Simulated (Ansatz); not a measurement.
Consider the hydrogenolysis of the Si–C bond: `C=C[SiH](N)CC` + H₂ → `C=C[SiH2]N` + `CC`.

Gas-phase electronic energies from Ansatz, PBE0-D4/def2-TZVP geometries. CCSD(T)/CBS adds triple-zeta CCSD(T) − MP2 to the extrapolated MP2 energy (def2 sets, frozen cores). This one scheme is used for every species. Functionals use def2-TZVPP. HSE06 is defined as in plane-wave codes. One conformer a species, not always the lowest.

```json
{"level": "PBE-D4", "ΔE (kJ/mol)": "-21.7", "difference from CCSD(T)/CBS": "1.6"}
{"level": "revPBE-D4", "ΔE (kJ/mol)": "-15.9", "difference from CCSD(T)/CBS": "7.4"}
{"level": "r2SCAN-D4", "ΔE (kJ/mol)": "-23.2", "difference from CCSD(T)/CBS": "0.1"}
{"level": "BLYP", "ΔE (kJ/mol)": "-42.5", "difference from CCSD(T)/CBS": "-19.2"}
{"level": "r2SCANh", "ΔE (kJ/mol)": "-27.7", "difference from CCSD(T)/CBS": "-4.4"}
{"level": "HSE06", "ΔE (kJ/mol)": "-33.9", "difference from CCSD(T)/CBS": "-10.6"}
{"level": "RPA@PBE/def2-TZVPP", "ΔE (kJ/mol)": "-27.1", "difference from CCSD(T)/CBS": "-3.8"}
{"level": "HF/def2-SVP", "ΔE (kJ/mol)": "-61.6", "difference from CCSD(T)/CBS": "-38.3"}
{"level": "CCSD(T)/def2-TZVPP", "ΔE (kJ/mol)": "-25.5", "difference from CCSD(T)/CBS": "-2.2"}
{"level": "MP2/def2-QZVPP", "ΔE (kJ/mol)": "-18.1", "difference from CCSD(T)/CBS": "5.2"}
{"level": "CCSD(T)/CBS", "ΔE (kJ/mol)": "-23.3", "difference from CCSD(T)/CBS": "0"}
```

Largest T1 diagnostic among the species: 0.011.

Leaving LDA and LC-ωPBE aside and taking each functional with its dispersion term where it has one, the values, not all of them listed here, spread over 18.3 kJ/mol, from B2PLYP to revPBE-D4. LDA lies +10.3 kJ/mol from PBE without D4. The D4 term adds +15.5 kJ/mol with B3LYP and +9.0 kJ/mol with PBE0; it sums over pairs of atoms, weighted by their polarisabilities, and B3LYP, whose exchange is more repulsive, gets the larger term.

B3LYP here is the variant with VWN-RPA as its local correlation; programs differ in this.
